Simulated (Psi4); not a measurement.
Here is a job for Psi4.
```
memory 2 GB

molecule {
0 2
  C     0.10409044    0.61883245   -1.64324579
  B    -0.03673243    0.38608715   -0.17644443
  C     1.17071369   -0.05286652    0.76868788
  C     2.47588794   -0.45167808    0.08272398
  C    -1.47518250    0.54910000    0.51736773
  C    -2.26454479   -0.75107039    0.31908363
  H     1.02173887    0.92503159   -2.12099606
  H    -0.71577674    0.52662001   -2.33942613
  H     0.85502393   -0.87237012    1.42010092
  H     1.37138162    0.78743792    1.44263178
  H     2.31780254   -1.30165364   -0.57736087
  H     2.86634279    0.37195802   -0.51033938
  H     3.23185633   -0.72767288    0.81696201
  H    -1.39105397    0.74477089    1.58736705
  H    -2.05247428    1.36841118    0.08569121
  H    -2.39018860   -0.96776359   -0.73921279
  H    -1.74473043   -1.58928146    0.77759154
  H    -3.25204853   -0.66982835    0.77150825
}

set basis aug-cc-pvdz
set reference uhf
set freeze_core true

energy('mp2')
print_variables()
```

**Question.** What does this run give for the total energy, SCF-reference <S^2>, nuclear repulsion energy, MP2 correlation energy, number of basis functions?

**Answer.** 
| Quantity | Result |
|---|---|
| total energy | -221.808838 Ha |
| SCF-reference <S^2> | 0.759 |
| nuclear repulsion energy | 219.5997 Eh |
| MP2 correlation energy | -0.8048 Eh |
| number of basis functions | 246 |

These values belong to the state on which the SCF converged, which isn't shown to be the lowest.
